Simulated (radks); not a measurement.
Problem. All-electron atom: Cr+ in [Ar] 3d4 4d1 (not the ground configuration). Method: Dirac Kohn-Sham, SOGGA, spin-unpolarised, spherical densities, finite nucleus; open shells are shared between the two j in proportion to 2j + 1; Fermi nuclear charge, rms radius 3.6452 fm; computed with a radial shooting solver on a logarithmic mesh with Libxc functionals. Some entries of the table are withheld. Estimate them.

| orbital | occ. | eigenvalue (hartree) | <r> (bohr) | r(max) (bohr) |
|---|---|---|---|---|
| 1s1/2 | 2 | -216.4120 | 0.06360 | 0.04163 |
| 2s1/2 | 2 | -25.06585 | 0.2932 | 0.2437 |
| 2p1/2 | 2 | -21.37994 | (1) | 0.1962 |
| 2p3/2 | 4 | -21.06269 | (2) | 0.1985 |
| 3s1/2 | 2 | -3.28908 | 0.8987 | (3) |
| 3p1/2 | 2 | -2.26461 | 0.9515 | 0.7923 |
| 3p3/2 | 4 | -2.22668 | 0.9601 | 0.7992 |
| 3d3/2 | 1.6 | (4) | 1.232 | 0.8195 |
| 3d5/2 | 2.4 | (5) | 1.237 | 0.8219 |
| 4d3/2 | 0.4 | -0.14880 | (6) | (7) |
| 4d5/2 | 0.6 | -0.14864 | (8) | (9) |

Solution. 
(1) 2p1/2 <r> (bohr): 0.2581
(2) 2p3/2 <r> (bohr): 0.2609
(3) 3s1/2 r(max) (bohr): 0.7766
(4) 3d3/2 eigenvalue (hartree): -0.64380
(5) 3d5/2 eigenvalue (hartree): -0.64033
(6) 4d3/2 <r> (bohr): 5.863
(7) 4d3/2 r(max) (bohr): 5.303
(8) 4d5/2 <r> (bohr): 5.869
(9) 4d5/2 r(max) (bohr): 5.309
